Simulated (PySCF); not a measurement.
Species: C₅H₁₁FO₃Si.
Atom-mapped SMILES: `[CH3:1][O:2][C@@H:3]1[O:4][SiH2:5][O:6][C@:7]1([CH3:8])[CH2:9][F:10]`

Definitions: NICS(0) = −σiso at the ring centroid; NICS(1) = −σiso and NICS(1)zz = −σzz at ±1 Å along the ring normal z. Level: GIAO PBE0/pcSseg-1 (PySCF, non-relativistic, gas phase) on the GFN2-xTB geometry, one conformer.

Ring bond lengths (Å), with Mayer bond orders in brackets: C3–O4 1.391 (0.90), O4–Si5 1.645 (0.94), Si5–O6 1.637 (0.98), O6–C7 1.406 (0.84), C7–C3 1.554 (0.92).

Task: Give the NICS values of each ring in ppm.

Result: 
```
           ring                                                      type  NICS(0)  NICS(1), two faces  NICS(1)zz, two faces  rms pucker (Å)  centre to ring atoms, mean (Å)
C3–O4–Si5–O6–C7  5-membered ring with 2 O and Si; formal bonds all single     -7.5         -3.1 / -2.9           -6.3 / -4.0            0.13                            1.29
```

Task: What do they say, and how far can they be read as aromaticity?

Result: 
- C3–O4–Si5–O6–C7: mean NICS(1)zz -5.2 ppm, shielded. C3, Si5, C7 have four or more neighbours; no verdict on aromaticity is drawn.

Task: Give the inner angles of the rings and the Hirshfeld charges of the ring atoms.

Result: 
- C3–O4–Si5–O6–C7: C3 106.5° (+0.100 e), O4 110.0° (-0.237 e), Si5 96.4° (+0.465 e), O6 111.6° (-0.230 e), C7 105.9° (+0.070 e); sum 530.4° against 540° for a flat convex ring.

Task: How shielded are the nuclei of the rings and their hydrogens (means over atoms taken as equivalent)?

Result: 
```tsv
atoms	environment	σ isotropic (ppm)	principal values of the symmetric part, first atom (ppm)
C3	sp3 carbon bearing two oxygens	81.0	61.7, 79.8, 101.5
O4	silyl ether oxygen	254.7	229.8, 246.4, 288.0
Si5	oxygen-bound silicon	351.6	330.3, 336.4, 388.2
O6	silyl ether oxygen	274.4	228.9, 274.0, 320.4
C7	sp3 carbon bound to oxygen	106.1	86.4, 93.9, 137.9
H on C3	methine hydrogen	26.86	24.9, 26.2, 29.5
H on Si5	Si–H hydrogen	26.66	23.1, 23.6, 33.2
H on Si5	Si–H hydrogen	26.63	23.0, 23.5, 33.4
```
